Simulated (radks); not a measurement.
Problem. Coherent X-ray form factor from a spherical all-electron density. Calculated with a radial shooting solver on a logarithmic mesh with Libxc functionals: scalar-relativistic Kohn-Sham, LB94 model potential, spin-polarised, spherical densities, finite nucleus; Fermi nuclear charge, rms radius of each element as measured or else 0.836 A^(1/3) + 0.57 fm.

| sin(theta)/lambda (1/angstrom) | f0 (electrons) |
|---|---|
| 0.05 | 28.963 |
| 0.1 | 28.852 |
| 0.15 | 28.668 |
| 0.2 | 28.415 |
| 0.25 | 28.095 |
| 0.3 | 27.713 |
| 0.4 | 26.782 |
| 0.5 | 25.666 |
| 0.6 | 24.411 |
| 0.8 | 21.665 |
| 1 | 18.858 |
| 1.25 | 15.580 |
| 1.5 | 12.763 |
| 2 | 8.757 |

The species is in the configuration that NIST lists as its ground one. Which atom or ion scatters so?

Solution. The barium ion Ba27+, [Ar] 3d10 4s1. Extrapolating in s^2 from the first two rows gives f0(0) = 29.0, near the electron count 29; among species with that count, the fall with angle is slower the higher Z, and the table is that of Z = 56; from so few rows the species is fixed only to a neighbour or two.
